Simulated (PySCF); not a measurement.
C₆H₁₀F (doublet state).
Atom-mapped SMILES: `[CH2:1][CH2:2][C@H:3]([CH3:4])/[CH:5]=[CH:6]/[F:7]` (hydrogens: H8, H9 on C1; H10, H11 on C2; H12 on C3; H13, H14, H15 on C4; H16 on C5; H17 on C6)

Structure used (GFN2-xTB), in Å, numbered top down from 1:
```
atom  x, y, z in Å
C1     1.950    0.988    0.161
C2     1.332   -0.277   -0.266
C3    -0.114   -0.439    0.244
C4    -0.668   -1.809   -0.149
C5    -0.972    0.643   -0.332
C6    -1.615    1.533    0.397
F7    -2.376    2.494   -0.161
H8     1.717    1.406    1.121
H9     2.672    1.485   -0.454
H10    1.353   -0.359   -1.356
H11    1.910   -1.132    0.121
H12   -0.112   -0.352    1.335
H13   -0.060   -2.601    0.282
H14   -0.668   -1.924   -1.231
H15   -1.688   -1.923    0.209
H16   -1.051    0.681   -1.409
H17   -1.617    1.597    1.476
```

The hyperfine couplings belong to this conformer and change with its torsions.

The calculation used UKS B3LYP, pcH-1 on C F H, non-relativistic, mean-field spin-orbit, GIAO in PySCF 2.14.0. One conformer (not necessarily the lowest) at the GFN2-xTB geometry, without solvent, vibrations or thermal averaging. GFN2-xTB frequencies show an imaginary mode (72i cm⁻¹), so this geometry is no minimum at that level. Couplings are sensitive to structure, and on GFN2-xTB geometries they can be far from those on DFT ones. Stability of the SCF solution: not tested.

(1) Predict the first-order ENDOR lines of H11, H8/H9, H10 and H12 under fast tumbling at B = 1220.1 mT (Q band).

(2) Which pairs are centred on the nuclear Larmor frequency, and which on half the coupling?

## Answers

(1) ν± = |νn ± a/2|, one line for each electron-spin manifold; νn = |g_N| × 7.62259 MHz/T × B.

```
nuclei  isotope     g_N  νn (MHz)  a_iso (MHz)  lower line (MHz)  upper line (MHz)
   H11       1H  5.5857     51.95       152.61             24.36            128.26
 H8/H9       1H  5.5857     51.95       -64.16             19.87             84.03
   H10       1H  5.5857     51.95        32.53             35.68             68.21
   H12       1H  5.5857     51.95        -2.01             50.95             52.95
```

(2) Centred on νn, since |a| < 2νn: H8/H9, H10 and H12. Centred on |a|/2 and split by 2νn: H11.

Nuclei that the bonding pattern makes equivalent are averaged, as if the motion that swaps them (rotation, inversion, ring flip) were fast.
